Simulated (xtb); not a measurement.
BI₃, charge +1, doublet, geometry from GFN2-xTB (a state made from the parent by changing its charge; the spin is typed, not shown lowest). Base run: GFN2-xTB run with xtb.

The xtb input:
```
$ xtb mol.xyz --gfn 2 --chrg 1 --uhf 1 --json

# file mol.xyz
4

B     -0.00000000    -0.00000000     0.00000000
I      1.99488066    -0.34903250    -0.59774679
I     -0.74075778    -0.87953152     1.77098164
I     -1.25412288     1.22856402    -1.17323485
```

Variants of this job, named by their change:

| change | ΔE vs base (kJ/mol) | G_solv (kcal/mol) | SCF cycles |
|---|---|---|---|
| base | 0.00 | - | 16 |
| acc = 0.0001 | 0.00 | - | 25 |
| alpb = cs2 | -178.9 | -43.03 | 15 |
| gbsa = acetonitrile | -230.8 | -55.50 | 15 |
| alpb = benzene | -194.6 | -46.73 | 15 |
| acc = 0.1 | 0.00 | - | 17 |

ALPB and GBSA are two models with their own fitted parameters for each solvent, which aren't always the measured dielectric constant.
